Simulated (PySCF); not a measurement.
# Peak assignment

Structure with atom numbers: `[CH:1]#[C:2][c:3]1[o:4][c:5]([C:6](=[O:7])[F:8])[cH:9][c:10]1[CH3:11]`. Each H is labelled by its parent atom.

In vacuum, no relativistic terms, averaged over atoms made equivalent by symmetry, fast rotation or ring inversion, one computed conformer. Geometry: GFN2-xTB; shieldings: GIAO PBE0/pcSseg-1; PySCF 2.14.0 with density-fitted response routines.

Referencing at the same level of theory: ¹³C (σref 186.93) and ¹H (σref 31.72) against TMS.

(1) Assign these signals to the numbered atoms. ¹³C{¹H} NMR (computed): δ 154.9 (C), 147.1 (C), 144.1 (C), 139.5 (C), 135.0 (CH), 100.5 (CH), 77.2 (C), 12.8 (CH3).

(2) Assign these signals to the numbered atoms. ¹H NMR (500 MHz, computed): δ 7.51 (m, 1H), 3.56 (s, 1H), 2.42 (s, 3H).

Results:

(1) 
| δ (ppm) | atoms | environment | reason |
| --- | --- | --- | --- |
| 154.9 | C6 | carbonyl carbon | – |
| 147.1 | C3 | substituted aromatic carbon next to the ring oxygen | – |
| 144.1 | C5 | substituted aromatic carbon next to the ring oxygen | – |
| 139.5 | C10 | substituted aromatic carbon | – |
| 135.0 | C9 | aromatic CH | the aromatic region |
| 100.5 | C1 | terminal alkyne carbon | the triple bond shields along its axis, which puts it between sp3 and sp2 carbons |
| 77.2 | C2 | alkyne carbon | the triple bond shields along its axis, which puts it between sp3 and sp2 carbons |
| 12.8 | C11 | methyl carbon on an aromatic ring | aliphatic region, no heteroatom directly attached |

(2) 
```tsv
δ (ppm)	atoms	environment	reason
7.51	H(C9)	hydrogen on an aromatic CH	aromatic region
3.56	H(C1)	hydrogen on a terminal alkyne carbon	it lies on the axis of the triple bond, in its shielding cone
2.42	H(C11)	hydrogen on a methyl carbon on an aromatic ring	benzylic-type position, deshielded by the ring
```

Splittings by ¹⁹F in the carbon and heteronuclear signals aren't shown, as no couplings were computed. Shifts are as computed. Against solution values, carbons near 30 ppm lie about +3 ppm off and those near 130 ppm about +5 ppm. Of 1211 compounds with measured shifts, 218 miss one by over three times the rms of a fit or turn the order of signals round; such compounds aren't used in these exercises. Multiplicities follow the n + 1 count of equivalent neighbours, as no J values were calculated; m marks all less simple cases, F and P coupling included.
